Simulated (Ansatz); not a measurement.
Consider the substitution at a C–Si bond: `C[SiH]1[CH2][SnH2]1` + `[OH][In]([Cl])[Cl]` → `C[O][In]([Cl])[Cl]` + `[CH2]1[SiH2][SnH2]1`.

Gas-phase electronic energies from Ansatz, PBE0-D4/def2-TZVP geometries. CCSD(T)/CBS is the MP2 limit (def2-TZVPP, def2-QZVPP) plus CCSD(T) − MP2 in def2-TZVPP, frozen cores. Functionals use def2-TZVPP. B3LYP here is the variant with VWN-RPA as its local correlation; programs differ in this. def2 core potentials past Kr. For In, Sn outer-core shells are correlated without core-valence functions, which leaves a few kJ/mol of doubt a bond. Each species was taken in one conformer, which may not be the lowest.

CCSD(T)/CBS gives +107.6 kJ/mol.

(1) Another level gave +107.0 kJ/mol. Which?
A. HF/def2-TZVPP
B. B3LYP-D4/def2-TZVPP
C. r2SCAN/def2-TZVPP
D. MP2/def2-TZVPP

Largest T1 diagnostic among the species: 0.015.

Answers

(1) C. r2SCAN 107.0, HF/def2-TZVPP 91.9, B3LYP-D4 101.3, MP2/def2-TZVPP 113.7 kJ/mol.

In def2-TZVPP, CCSD(T) changes the Hartree–Fock value by +12.1 kJ/mol (the triples alone add +0.9 kJ/mol) and MP2 by +21.8 kJ/mol.
